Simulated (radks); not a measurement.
Spherical quantum dot in the effective-mass picture: electrons in a parabolic well V = omega^2 r^2 / 2 with omega = 0.22, with a point charge +1 (a donor) at the centre, all in effective atomic units (hartree* = m*/eps^2 hartree, bohr* = eps/m* bohr), one dielectric constant everywhere. Calculated with a radial shooting solver with Libxc functionals: non-relativistic Kohn-Sham, LDA (Slater exchange, Perdew-Wang correlation), spin-polarised, spherical densities. Levels are named by radial order and angular momentum (1s, 1p, 1d, 2s, ...), and open shells are averaged over m.

N = 3, configuration 1s2 1p(up 1, down 0). This is the lowest configuration that the search found. Occupied and some empty levels:

level,occupation,eigenvalue (hartree*),<r> (bohr*)
1s up,1,0.59258,1.854
1s down,1,0.60942,1.794
1p up,1,0.89882,3.348
1p down,0,0.92943,3.362
2s up,0,0.98922,3.476
2s down,0,1.0106,3.540
1d up,0,1.1004,4.019
1d down,0,1.1288,4.065
1f up,0,1.3027,4.546
1f down,0,1.3265,4.602

Energy (hartree*): total 0.530433, kinetic 0.93760, external -1.4793, Hartree 1.7893, exchange-correlation -0.71718.

Electron density:

r (bohr*),n(r) (e/bohr*^3)
0.239,0.2600
0.505,0.1572
0.772,0.09801
1.04,0.06323
1.30,0.04228
1.57,0.02925
1.84,0.02086
2.10,0.01532
2.37,0.01148
2.63,0.008719
2.90,0.006641
3.17,0.005041
3.43,0.003781
3.70,0.002782
3.97,0.002002
4.23,0.001404
4.50,0.0009553
4.77,0.0006295
5.03,0.0004022
5.30,0.0002486
